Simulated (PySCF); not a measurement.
Ligands exchanged one at a time, Si OH-SH. Isolated molecules, 0 K electronic values unless said otherwise. One relaxed conformer stands for each flexible species; it need not be the lowest. Strings in code marks are SMILES.

The numbers are results of PBE-D3(BJ)/def2-TZVP // ωB97X-D3(BJ)/def2-TZVP in PySCF, not measurements. All candidates: neutral, multiplicity 1. Excitations are Tamm–Dancoff values on a coarser integration grid. The basis has no diffuse functions, so Rydberg states are missing or too high.

* **LUMO**: -0.54 eV
* **HOMO**: -6.30 eV
* **S1 excitation (TDA)**: 5.87 eV

Problem. Identify which member has these values.
A) `O[Si](O)(O)O`
B) `O[Si](O)(S)S`
C) `O[Si](S)(S)S`
D) `O[Si](O)(O)S`

Solution. D, `O[Si](O)(O)S`. The others give `O[Si](S)(S)S`: -0.97 eV, -6.27 eV, 5.44 eV; `O[Si](O)(S)S`: -0.71 eV, -6.11 eV, 5.51 eV; `O[Si](O)(O)O`: -0.43 eV, -7.32 eV, 6.97 eV
